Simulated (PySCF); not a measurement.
# Highest orbital energy against ionisation energy along the third row

Calculated with PySCF 2.14, no spin-orbit coupling. Each cell gives −ε(HOMO) / ΔSCF in eV; NIST values include spin-orbit coupling, (s) semi-empirical, (t) theoretical.

```csv
species,UHF,LDA,PBE,PBE0,r2SCAN,NIST (lowest levels)
"Al²⁺ (def2-QZVPPD, non-relativistic)",28.062 / 28.040,24.545 / 28.825,24.440 / 28.823,25.457 / 28.685,24.643 / 28.387,28.448
"Si²⁺ (def2-QZVPPD, non-relativistic)",32.163 / 31.955,28.602 / 33.525,28.476 / 33.381,29.631 / 33.243,28.657 / 32.870,33.493
"P²⁺ (def2-QZVPPD, non-relativistic)",29.988 / 29.590,24.812 / 30.207,24.957 / 30.244,26.373 / 30.266,25.416 / 30.376,30.203
"S²⁺ (def2-QZVPPD, non-relativistic)",34.731 / 34.159,28.864 / 34.877,28.953 / 34.832,30.580 / 34.874,29.485 / 35.022,34.86 ± 0.04 (s)
"Cl²⁺ (def2-QZVPPD, non-relativistic)",39.700 / 38.961,33.041 / 39.666,33.095 / 39.577,34.955 / 39.660,33.776 / 39.832,39.8 ± 0.11 (s)
"Ar²⁺ (def2-QZVPPD, non-relativistic)",40.443 / 39.393,34.114 / 40.848,34.163 / 40.720,36.019 / 40.720,34.595 / 40.686,40.735 ± 0.012 (s)
```

Task: How far is −ε(HOMO) from ΔSCF on average for each method, and why?

Result: UHF 0.50 eV; LDA -5.66 eV; PBE -5.58 eV; PBE0 -4.07 eV; r2SCAN -5.10 eV. Hartree-Fock orbital energies lack relaxation and so exceed the ΔSCF value; semilocal functionals have convex E(N) from self-interaction, so their HOMO lies far too high; exact exchange moves hybrids part of the way back.
